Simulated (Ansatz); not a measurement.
Relaxation of CH$_{3}$NZn (6 atoms, charge 0, multiplicity 1), to a largest force component of 0.015 eV/Å in at most 40 steps.

The calculation used Ansatz 0.2.0, RKS r2SCAN/def2-SVP.

```xyz
6
Properties=species:S:1:pos:R:3:forces:R:3
C -0.545 -0.241 -0.681 -0.43 1.41 -0.49
N -0.018 -1.168 -0.050 1.03 -2.30 1.22
Zn 1.006 -0.236 1.240 -0.47 0.25 -0.58
H -1.214 -0.458 -1.514 -0.56 0.01 -0.70
H -0.403 0.855 -0.478 -0.08 0.25 -0.10
H 1.174 1.248 1.483 0.52 0.37 0.65
```

Q: Where does it end, and by what steps?

A: It converged. After 13 steps the energy has fallen by 0.727 eV; H6 moved furthest, 1.25 Å. Parted: C1–Zn3.

```csv
step,energy less start (eV),largest force component (eV/Å),accepted
0,0.0000,2.298,yes
1,-0.2514,0.555,yes
2,-0.3902,0.532,yes
3,-0.4895,0.485,yes
4,-0.5766,0.552,yes
5,-0.6486,0.393,yes
6,-0.7101,0.234,yes
7,-0.6836,1.052,no
8,-0.7226,0.103,yes
9,-0.7265,0.045,yes
10,-0.7252,0.185,no
11,-0.7267,0.028,yes
12,-0.7267,0.042,no
13,-0.7268,0.009,yes
```

```xyz
6
Properties=species:S:1:pos:R:3
C -0.734 -0.243 -0.915
N 0.026 -0.628 0.015
Zn 1.022 0.254 1.270
H -1.251 -0.982 -1.572
H -0.971 0.817 -1.181
H 1.909 0.781 2.382
```

Run time: 58 s on 1 CPU thread of a shared host.
